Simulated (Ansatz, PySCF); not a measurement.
C3H3, SMILES [C]#CC, multiplicity 2. Atoms are numbered in the order given.

```xyz
6

C      0.0962     0.0565     1.5825
C     -0.0846    -0.0504     0.3301
C     -0.0318    -0.0188    -1.1208
H      0.8769     0.5207    -1.4143
H      0.0292    -1.0250    -1.5411
H     -0.8859     0.5169    -1.5407
```
Charge 0, spin multiplicity 2.

Geometry optimised at ωB97X-D3(BJ)/def2-TZVP. The isomer is the one that the SMILES or the coordinates give; other isomers of the formula were not compared.

Two levels are set side by side: PBE-D3(BJ)/def2-TZVP (Ansatz, a quantum-chemistry and plane-wave program) and ωB97X-D3(BJ)/def2-TZVP (PySCF). Each level has its own optimised geometry; the coordinates shown are those of the second. Frequencies come from the Hessian of PySCF at each geometry. Differences are taken from unrounded values.

```
quantity                            ωB97X-D3(BJ)
----------------------------------  ------------
mean bond length (Å)                       1.201
bond C1–C2 (Å)                             1.270
bond C2–C3 (Å)                             1.452
bond C3–H4 (Å)                             1.097
bond C3–H5 (Å)                             1.092
bond C3–H6 (Å)                             1.092
highest harmonic wavenumber (cm⁻¹)          3143
mean harmonic wavenumber (cm⁻¹)             1543
zero-point energy (kcal/mol)               26.47
```

### Question
What does PBE-D3(BJ) give, and how far is it from ωB97X-D3(BJ)? (An estimate is asked for; the answer gives what the named calculation found.)

### Answer

```csv
quantity,PBE-D3(BJ),PBE-D3(BJ) minus ωB97X-D3(BJ)
mean bond length (Å),1.201,0.000
bond C1–C2 (Å),1.249,-0.021
bond C2–C3 (Å),1.451,-0.001
bond C3–H4 (Å),1.102,0.006
bond C3–H5 (Å),1.101,0.009
bond C3–H6 (Å),1.101,0.009
highest harmonic wavenumber (cm⁻¹),3025,-118
mean harmonic wavenumber (cm⁻¹),1494,-49
zero-point energy (kcal/mol),25.63,-0.84
```
